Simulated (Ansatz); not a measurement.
Reaction (ligand exchange at a Zn–S bond): `[ZnH][S][GaH2]` + `N=CO` → `O/C=[N]/[ZnH]` + `[SH][GaH2]`

Isolated molecules relaxed with PBE0-D4/def2-TZVP in Ansatz; ΔE leaves out vibrations. CCSD(T)/CBS is the MP2 limit (def2-TZVPP, def2-QZVPP) plus CCSD(T) − MP2 in def2-TZVPP, frozen cores. This one scheme is used for every species. DFT in def2-TZVPP. B3LYP here is the variant with VWN-RPA as its local correlation; programs differ in this. For Ga, Zn outer-core shells are correlated without core-valence functions, which leaves a few kJ/mol of doubt a bond. Scalar relativity is left out up to krypton. Each species was taken in one conformer, which may not be the lowest.

| species | B3LYP-D4 energy (Eh) |
| --- | --- |
| `[ZnH][S][GaH2]` | -4104.43539 |
| `N=CO` | -169.95772 |
| `O/C=[N]/[ZnH]` | -1949.40337 |
| `[SH][GaH2]` | -2324.96117 |

Work out ΔE.

ΔE = (-1949.40337) + (-2324.96117) − (-4104.43539) − (-169.95772) = 0.02857 Eh = +75.0 kJ/mol. CCSD(T)/CBS gives +83.6 kJ/mol.

Largest T1 diagnostic among the species: 0.017.

From BLYP to BHLYP (50 % exact exchange), in def2-TZVPP and without D4, ΔE moves by +13.7 kJ/mol. At CCSD(T), def2-SVP lies −5.7 kJ/mol from the extrapolated value and def2-TZVPP −7.3 kJ/mol. Leaving LDA and LC-ωPBE aside and taking each functional with its dispersion term where it has one, the values, not all of them listed here, spread over 16.7 kJ/mol, from BLYP-D4 to r2SCAN0-D4.
